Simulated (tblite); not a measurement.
Compound: C₄H₈Si.
Atom-mapped SMILES: `[CH2:1]=[CH:2][C@H:3]1[CH2:4][SiH2:5]1` (hydrogens: H6, H7 on C1; H8 on C2; H9 on C3; H10, H11 on C4; H12, H13 on Si5)

Computed with GFN2-xTB (tblite), gas phase: L-BFGS steps from a force-field or distance-geometry start until the largest atomic force falls under 0.01 eV/Å.

Step 55: E = -388.5574 eV
```
atom  x, y, z in Å  |  force x, y, z in eV/Å
C1      1.9195    0.2721   -0.6251   -0.076   0.047   0.029
C2      1.2376    0.1993    0.5117   -0.029   0.022  -0.015
C3     -0.2168    0.2931    0.6808   -0.041   0.037  -0.051
C4     -1.1724    0.5471   -0.4993    0.075   0.065   0.075
Si5    -1.4226   -1.1375    0.2828   -0.028  -0.015  -0.040
H6      2.9910    0.1653   -0.6477   -0.027   0.026   0.008
H7      1.4463    0.4750   -1.5729    0.024  -0.106   0.052
H8      1.7842    0.0504    1.4405   -0.074  -0.044  -0.090
H9     -0.4863    0.8371    1.5855    0.037  -0.059  -0.085
H10    -1.8795    1.3562   -0.3740    0.041  -0.005   0.028
H11    -0.7057    0.5786   -1.4751   -0.036   0.051   0.057
H12    -0.9887   -2.2484   -0.5411    0.085  -0.068   0.078
H13    -2.5111   -1.3879    1.2163    0.048   0.049  -0.046
```

Step 56: E = -388.5614 eV
```
atom  x, y, z in Å  |  force x, y, z in eV/Å
C1      1.9183    0.2560   -0.6225    0.033   0.018  -0.107
C2      1.2374    0.2086    0.5127   -0.147  -0.010   0.099
C3     -0.2178    0.3030    0.6783   -0.057   0.002  -0.013
C4     -1.1819    0.5538   -0.4982    0.143   0.117   0.134
Si5    -1.4139   -1.1356    0.2737   -0.035   0.007   0.018
H6      2.9898    0.1506   -0.6439   -0.013   0.023   0.013
H7      1.4455    0.4245   -1.5761    0.000  -0.066   0.024
H8      1.7806    0.0727    1.4456   -0.068  -0.011  -0.092
H9     -0.4817    0.8424    1.5879    0.002  -0.066  -0.112
H10    -1.8965    1.3530   -0.3523    0.045   0.000  -0.009
H11    -0.7174    0.6057   -1.4738   -0.049   0.053   0.049
H12    -0.9649   -2.2342   -0.5534    0.098  -0.116   0.046
H13    -2.5020   -1.3998    1.2043    0.050   0.047  -0.050
```

Step 57: E = -388.5658 eV
```
atom  x, y, z in Å  |  force x, y, z in eV/Å
C1      1.9147    0.2254   -0.6230   -0.016   0.003   0.050
C2      1.2331    0.2263    0.5164   -0.089  -0.067  -0.125
C3     -0.2208    0.3203    0.6773   -0.063  -0.050   0.030
C4     -1.1923    0.5701   -0.4919    0.144   0.116   0.142
Si5    -1.4002   -1.1317    0.2597   -0.033   0.018   0.044
H6      2.9867    0.1221   -0.6377   -0.020   0.015   0.010
H7      1.4436    0.3453   -1.5845   -0.015  -0.028   0.043
H8      1.7708    0.1100    1.4539   -0.023   0.037  -0.083
H9     -0.4820    0.8494    1.5928   -0.040  -0.052  -0.100
H10    -1.9188    1.3540   -0.3255    0.040   0.013  -0.024
H11    -0.7349    0.6469   -1.4688   -0.041   0.051   0.041
H12    -0.9239   -2.2107   -0.5784    0.090  -0.113   0.050
H13    -2.4805   -1.4268    1.1922    0.066   0.057  -0.076
```

Step 58: E = -388.5702 eV
```
atom  x, y, z in Å  |  force x, y, z in eV/Å
C1      1.9117    0.2196   -0.6209    0.135  -0.030  -0.111
C2      1.2283    0.2304    0.5124   -0.180  -0.129  -0.002
C3     -0.2236    0.3266    0.6717   -0.027  -0.093   0.095
C4     -1.1946    0.5796   -0.4904    0.092   0.067   0.095
Si5    -1.3961   -1.1288    0.2501   -0.001   0.049   0.048
H6      2.9843    0.1211   -0.6315   -0.022  -0.003   0.002
H7      1.4413    0.3163   -1.5822   -0.041   0.035  -0.060
H8      1.7611    0.1021    1.4468    0.036   0.090   0.038
H9     -0.4781    0.8479    1.5910   -0.085  -0.008  -0.053
H10    -1.9268    1.3537   -0.3142   -0.004   0.056  -0.018
H11    -0.7447    0.6691   -1.4682   -0.006   0.047   0.001
H12    -0.8963   -2.2117   -0.5657    0.089  -0.124   0.009
H13    -2.4709   -1.4253    1.1835    0.015   0.043  -0.045
```

**Question.** Estimate the geometry and energy of step 59. (The exact step hangs on the optimiser's Hessian estimate; all steps are aligned on step 58, rigid shifts and turns removed.)

**Answer.** E = -388.5733 eV, largest force 0.171 eV/Å
```
atom  x, y, z in Å  |  force x, y, z in eV/Å
C1      1.9100    0.1999   -0.6232    0.024  -0.019  -0.086
C2      1.2243    0.2403    0.5112   -0.040  -0.164  -0.028
C3     -0.2262    0.3330    0.6723    0.019  -0.100   0.109
C4     -1.1974    0.5935   -0.4834   -0.001   0.029   0.021
Si5    -1.3900   -1.1256    0.2406    0.022   0.036  -0.008
H6      2.9838    0.1084   -0.6251   -0.046  -0.009  -0.017
H7      1.4404    0.2639   -1.5927    0.019   0.039   0.088
H8      1.7578    0.1320    1.4519    0.003   0.119  -0.077
H9     -0.4800    0.8434    1.5959   -0.099   0.025  -0.015
H10    -1.9392    1.3576   -0.2980    0.022   0.041  -0.010
H11    -0.7556    0.6983   -1.4644    0.007   0.037   0.035
H12    -0.8718   -2.2037   -0.5740    0.069  -0.081   0.023
H13    -2.4606   -1.4403    1.1715    0.000   0.047  -0.036
```

The energy changes by -0.0030 eV. The first-order estimate −F·Δx gives -0.0048 eV and the mean of the old and new forces, exact on a quadratic surface, -0.0029 eV. The step makes an angle of 83° with the force vector and moves no atom by more than 0.053 Å.

The cost below is that of the whole relaxation. Time: 0.34 s. Hardware: an Arm Neoverse V2 with one thread, no GPU (shared host).
